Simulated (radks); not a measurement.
Results of a calculation; reference values are marked as such.
The nitrogen ion N4+, [He] 2s1. Level of theory: non-relativistic Kohn-Sham, exchange-only B88, spin-polarised, spherical densities, point nucleus (a radial shooting solver on a logarithmic mesh with Libxc functionals). Every spin shell is full or empty, so the densities are truly spherical. Functionals are evaluated on that one density, not self-consistently. Rank these exchange functionals by their error against the exact value of the orbitals, and give that value: LDA, PBE, PBEsol, PW91, OPTX, AM05, B86b, G96, revTPSS, SCAN, r2SCAN, MS2, Tao-Mo.

Answer. Exact: -4.66670 hartree. From best to worst, with 100 (|E| - |E exact|)/|E exact| (equal figures are ties): G96 -0.12, SCAN -0.13, OPTX -0.17, r2SCAN -0.18, revTPSS +0.23, B86b -0.40, MS2 +0.41, Tao-Mo +0.48, PW91 -0.99, PBE -1.30, PBEsol -5.59, AM05 -10.38, LDA -13.29.
